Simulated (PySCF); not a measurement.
## Distorted geometries of Gd(NH2)3

Gd(NH2)3 (singlet in the valence; each metal's 4f electrons, 7 of them, lie in its core potential, out of spins and levels). PySCF 2.14.0, RKS PBE0, Gd lcecp-1-SVP with ECP53, N def2-SVP, H def2-SVP; non-relativistic Hamiltonian with scalar-relativistic core potentials where named; density fitting; no spin-orbit coupling. Relaxed geometry:

```xyz
10

Gd    0.0166   -0.0077    0.1344
N     2.1922    0.0078   -0.1833
H     2.8070    0.8211   -0.2397
H     2.8010   -0.7972   -0.3377
N    -1.0877    1.8895    0.2445
H    -2.1001    2.0100    0.3002
H    -0.7092    2.8368    0.1968
N    -1.0943   -1.9000    0.0001
H    -2.1075   -2.0227    0.0325
H    -0.7180   -2.8377   -0.1479
```

Q: Order these distorted geometries by energy above the relaxed one, lowest first.
A.
```xyz
10

Gd    0.0875   -0.0136    0.1648
N     2.2095    0.1111   -0.1601
H     2.7502    0.7692   -0.2769
H     2.6554   -0.9371   -0.2663
N    -1.2119    1.9498    0.1545
H    -2.0027    1.9270    0.4515
H    -0.6488    2.8254    0.2175
N    -0.9721   -1.7808   -0.1686
H    -2.1019   -2.0760    0.0069
H    -0.7651   -2.7749   -0.1232
```
B.
```xyz
10

Gd    0.2360   -0.0864   -0.0347
N     2.0728   -0.1618   -0.2453
H     2.6018    0.8440   -0.3587
H     2.6730   -0.7570   -0.3067
N    -1.1140    1.8204    0.3090
H    -2.0155    1.9343    0.2918
H    -0.7235    2.9550    0.1427
N    -0.9763   -1.8109    0.1203
H    -1.8710   -2.0226    0.3062
H    -0.8833   -2.7149   -0.2246
```
C.
```xyz
10

Gd   -0.0417   -0.1227   -0.0440
N     2.2926   -0.0407   -0.1606
H     2.8060    0.9651    0.1234
H     2.9363   -0.8740   -0.4643
N    -1.0759    1.8707    0.2029
H    -2.0413    2.0661    0.3228
H    -0.5378    3.0028    0.1202
N    -1.0084   -1.9002    0.2047
H    -2.2891   -2.1510   -0.0108
H    -1.0407   -2.8160   -0.2943
```

A: A (3.23 eV), C (3.41 eV), B (4.47 eV).

Q: Which forces (eV/Å) act in the one that lies 3.23 eV up?

A: 
```
Gd   -1.01   3.13   0.12
N    -6.66 -12.69   1.44
H     8.33   8.72  -1.77
H    -0.82   3.81   0.20
N    15.28  -1.14  -4.75
H   -13.03   0.65   4.83
H    -1.39  -0.67   0.08
N    -5.25  -3.43   0.93
H     3.43   2.00  -0.71
H     1.14  -0.38  -0.37
```
Forces carry noise of the integration grid, about 0.01 to 0.03 eV/Å.

An lcecp potential fixes the number of 4f electrons, so in runs with it no electron can move into or out of that shell.
